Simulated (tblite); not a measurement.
Species: C₅H₁₆O₂Si₂.
SMILES with atom numbers: `[CH3:1][CH2:2][C@@:3]([CH3:4])([CH2:5][OH:6])[SiH2:7][O:8][SiH3:9]` (hydrogens: H10, H11, H12 on C1; H13, H14 on C2; H15, H16, H17 on C4; H18, H19 on C5; H20 on O6; H21, H22 on Si7; H23, H24, H25 on Si9)

Computed geometry: GFN2-xTB, gas phase.

(1) What internal coordinates does the optimisation give?

## Answers

(1) 
```csv
bond,length (Å)
C1–C2,1.523
C2–C3,1.536
C3–C4,1.532
C3–C5,1.544
C5–O6,1.403
C3–Si7,1.917
Si7–O8,1.628
O8–Si9,1.627
"C1–H10, C1–H11, C1–H12",1.087
C2–H13,1.095
C2–H14,1.093
"C4–H15, C4–H16, C4–H17",1.089
C5–H18,1.102
C5–H19,1.096
O6–H20,0.964
Si7–H21,1.462
Si7–H22,1.464
"Si9–H23, Si9–H24, Si9–H25",1.461
```

Bonds in one row agree within 0.01 Å and their mean is given. A selection of angles:
```csv
angle,degrees
C1–C2–C3,115.0
C2–C3–C4,110.7
C2–C3–C5,106.6
C2–C3–Si7,110.4
C4–C3–C5,107.8
C4–C3–Si7,111.1
C5–C3–Si7,110.3
C3–C5–O6,114.5
C3–Si7–O8,108.8
Si7–O8–Si9,154.2
H20–O6–C5,107.8
```

Torsions: C1–C2–C3–C4 63° (synclinal); C2–C3–C5–O6 -175° (antiperiplanar); C2–C3–Si7–O8 -166° (antiperiplanar); C3–Si7–O8–Si9 -129° (anticlinal); H20–O6–C5–C3 -55° (synclinal).

Si7 (oxygen-bound silicon) is distorted tetrahedral (angles from 104.5° to 112.7°). H20 on O6 lies 2.06 Å from O8, 5 bonds away (angle at H 147°; Bondi radii sum to 2.72 Å). Of the pairs four or more bonds apart, those above aside, Si7···H20 is among the closest relative to their van der Waals radii: 2.77 Å, 84 % of the sum of Bondi's values. The 4 C–C bonds span 1.523 Å (C1–C2, drawn single) to 1.544 Å (C3–C5, drawn single), a spread of 0.021 Å. Si9 (oxygen-bound silicon) is distorted tetrahedral (angles from 104.9° to 113.2°). O8 (siloxane oxygen) is bent (angle 154.2°).

Point group: C1 (no symmetry element, even within 0.4 Å). GFN2-xTB frequencies show an imaginary mode (35i cm⁻¹), so the point is no minimum at that level. Torsions: C1–C2–C3–C4 63°, C2–C3–C5–O6 -175°, C3–C5–O6–H -55°, C2–C3–Si7–O8 -166°, C3–Si7–O8–Si9 -129°. 3 starts were optimised and ended at 0.00, 1.31 and 1.32 kcal/mol (GFN2-xTB); the lowest of these is shown.
